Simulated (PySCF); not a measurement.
# Unknown compound

The spectra below were simulated for a compound C2H12ClNSi4.

1H NMR (400 MHz, computed): δ 6.44 (m, 1H), 6.28 (m, 1H), 6.26 (m, 1H), 5.92 (m, 1H), 4.70 (s, 6H), 4.58 (m, 1H), 4.08 (m, 1H).

13C{1H} NMR (computed): δ 144.7 (CH2), 136.5 (CH).

One averaged value for each set of equivalent atoms, relativity neglected, in vacuum, a single conformation. PBE0/pcSseg-1 with gauge-including orbitals; GFN2-xTB geometry; PySCF 2.14.

Chemical shifts δ = σref − σ; TMS for 1H and 13C, all at this level.

Task: Propose a structure and justify it.

Result: 
1. Rings plus π bonds: 1 (no ring in the answer).
2. 2 carbon signals for 2 carbons: no two carbons are equivalent.
3. Carbon types of the structure: 1 × CH, 1 × CH2, leaving 9 H on heteroatoms.
4. δC 144.7: terminal =CH2 carbon; as expected for a trigonal carbon in a double bond.
5. δC 136.5: alkene CH; as expected for a trigonal carbon in a double bond.
6. δH 6.44, 6.26: hydrogen on a terminal =CH2 carbon; a vinylic proton, deshielded by the sp2 carbon and the C=C anisotropy.
7. δH 6.28: hydrogen on an alkene CH; olefinic region.
8. δH 5.92: hydrogen on a silicon bonded to Cl, N, Si.
9. δH 4.70: hydrogen on a silicon bonded to N.
10. δH 4.58, 4.08: hydrogen on a silicon bonded to C, Si.

The compound is SMILES C=C[SiH2][Si@H](Cl)N([SiH3])[SiH3].

The data come from this structure; uniqueness wasn't tested.

Shifts are as computed. Against solution values, carbons near 30 ppm lie about +3 ppm off and those near 130 ppm about +5 ppm. Of 1309 compounds with measured shifts, 239 miss one by over three times the rms of a fit or turn the order of signals round; such compounds aren't used in these exercises. Multiplicities follow the n + 1 count of equivalent neighbours, as no J values were calculated; m marks all less simple cases, F and P coupling included.
